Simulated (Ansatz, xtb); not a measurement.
**Relative energy of two conformers of C4H10AlF**

We compare I, `CC(C)[CH2][AlH][F]`, a singlet, with II, `CC(C)[CH2][AlH][F]`, a singlet. Both are isolated molecules in the gas phase, relaxed with PBE0-D4/def2-SVP.

I (Å):

```yaml
atoms:
  - { symbol: C, position_ang: [1.0361, -0.3488, -1.5811] }
  - { symbol: C, position_ang: [0.4029, 0.9468, -1.0811] }
  - { symbol: C, position_ang: [0.4413, 2.0272, -2.1579] }
  - { symbol: C, position_ang: [-1.0263, 0.7043, -0.5765] }
  - { symbol: Al, position_ang: [-1.2288, -0.6311, 0.8305] }
  - { symbol: F, position_ang: [0.1194, -1.0496, 1.7295] }
  - { symbol: H, position_ang: [0.4463, -0.7824, -2.4069] }
  - { symbol: H, position_ang: [2.0579, -0.1835, -1.9567] }
  - { symbol: H, position_ang: [1.1057, -1.0980, -0.7744] }
  - { symbol: H, position_ang: [1.0098, 1.3010, -0.2276] }
  - { symbol: H, position_ang: [0.0113, 2.9729, -1.7929] }
  - { symbol: H, position_ang: [1.4716, 2.2316, -2.4908] }
  - { symbol: H, position_ang: [-0.1409, 1.7174, -3.0423] }
  - { symbol: H, position_ang: [-1.6800, 0.4099, -1.4220] }
  - { symbol: H, position_ang: [-1.4691, 1.6495, -0.2053] }
  - { symbol: H, position_ang: [-2.5737, -1.3600, 1.2423] }
```

II (Å):

```yaml
atoms:
  - { symbol: C, position_ang: [0.1304, -0.5976, -1.2631] }
  - { symbol: C, position_ang: [1.1614, -0.0574, -0.2750] }
  - { symbol: C, position_ang: [2.0014, 1.0477, -0.9067] }
  - { symbol: C, position_ang: [0.4732, 0.4049, 1.0189] }
  - { symbol: Al, position_ang: [-0.6211, -1.0266, 1.7699] }
  - { symbol: F, position_ang: [-2.1583, -0.6910, 2.3374] }
  - { symbol: H, position_ang: [0.5944, -0.9560, -2.1951] }
  - { symbol: H, position_ang: [-0.6060, 0.1788, -1.5302] }
  - { symbol: H, position_ang: [-0.4294, -1.4570, -0.8434] }
  - { symbol: H, position_ang: [1.8437, -0.8914, -0.0220] }
  - { symbol: H, position_ang: [2.5201, 0.6973, -1.8136] }
  - { symbol: H, position_ang: [2.7634, 1.4186, -0.2042] }
  - { symbol: H, position_ang: [1.3673, 1.9039, -1.1916] }
  - { symbol: H, position_ang: [1.2242, 0.7457, 1.7551] }
  - { symbol: H, position_ang: [-0.1656, 1.2845, 0.8148] }
  - { symbol: H, position_ang: [-0.1743, -2.5437, 1.8803] }
```

Task: Estimate which is lower in electronic energy at CCSD(T)/def2-SVP + ΔMP2/def2-TZVPP, and by roughly how much.

Result: CCSD(T)/def2-SVP + ΔMP2/def2-TZVPP gives E(II) − E(I) = +0.16 kcal/mol, slightly favouring structure I, which is too small a margin to settle the true order.

Level by level:

```tsv
level	geometry	E(II) − E(I) (kcal/mol)	departure from the last row (kcal/mol)	job, with rough time for the two
PBE0-D4/def2-SVP	PBE0-D4/def2-SVP	−0.05	−0.21	optimisation, 2.5 min
HF/def2-SVP	PBE0-D4/def2-SVP	+0.45	+0.29	part of the CCSD(T) run
MP2/def2-SVP	PBE0-D4/def2-SVP	−0.02	−0.17	part of the CCSD(T) run
CCSD(T)/def2-SVP	PBE0-D4/def2-SVP	+0.06	−0.10	single point
CCSD(T)/def2-SVP + ΔMP2/def2-TZVPP	PBE0-D4/def2-SVP	+0.16		single point, 1.7 min
```

The largest departure from CCSD(T)/def2-SVP + ΔMP2/def2-TZVPP is that of HF/def2-SVP, 0.29 kcal/mol. Levels run at GFN2-xTB geometries aren't shown. The last row adds to CCSD(T) the change of the MP2 difference between the two basis sets, here +0.10 kcal/mol.

With thermal terms from frequencies at re-optimised GFN2-xTB minima (ideal gas, soft modes damped towards free rotors, one conformer each, 298.15 K, 1 atm): the zero-point term adds +0.13 kcal/mol; ΔH is +0.24 and ΔG +0.39 kcal/mol.

The correlated steps freeze 10 core orbitals. Codes used: Ansatz 0.2.0, xtb 6.7.1; the last row on 2 threads of Arm Neoverse V2 on a shared host.
